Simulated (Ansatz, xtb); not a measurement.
**Ranking isomers of C6H9NO**

5 gas-phase structures of C6H9NO, from a drawn sample of its isomers (lower ones may exist). Each was relaxed with GFN2-xTB; where two conformers were screened, the lower at r2SCAN-D4/def2-SVP is listed:

A. `C[C@@H]1CO[C@@H](C#N)C1`, a singlet
B. `C=N[C@@]12CCC[C@@H]1O2`, a singlet
C. `N[C@@H]1CC=CC(=O)C1`, a singlet
D. `CC(C)c1cocn1`, a singlet
E. `CCCc1ccno1`, a singlet

Task: Estimate their order in r2SCAN-D4/def2-SVP energy at these geometries, lowest first.

Result: Calculated order at r2SCAN-D4/def2-SVP: D (0.0), C (3.1), A (16.2), E (24.0), B (32.6) kcal/mol.

Energies above the lowest of each column, in kcal/mol; the last columns are at B3LYP-D3(BJ)/def2-SVP geometries and were run for some of them only (a dash: not run or not comparable):

```tsv
structure	GFN2-xTB	HF/STO-3G	r2SCAN-D4/def2-SVP	B3LYP-D3(BJ)/def2-SVP	CCSD(T)/def2-SVP + ΔMP2/def2-TZVPP
D	0.0	10.9	0.0	0.0	0.0
C	24.4	32.6	3.1	1.9	1.2
A	25.4	0.0	16.2	13.1	7.2
E	26.9	21.2	24.0	–	–
B	28.0	38.8	32.6	–	–
```

CCSD(T)/def2-SVP + ΔMP2/def2-TZVPP puts D lowest of those it was run on; HF/STO-3G picks A. Flexible structures stand in one conformer each, not always the lowest. Frequencies (GFN2-xTB) were run for A, C, D alone. ΔMP2 is the change of the MP2 energy from the smaller to the larger basis.

Over these structures GFN2-xTB departs from r2SCAN-D4/def2-SVP by 7.6 kcal/mol on average once a common shift is removed. A GFN2-xTB relaxation took about 0.083 s and the r2SCAN-D4/def2-SVP energy about 2.3 s on a shared host (Ansatz 0.2.0, xtb 6.7.1).
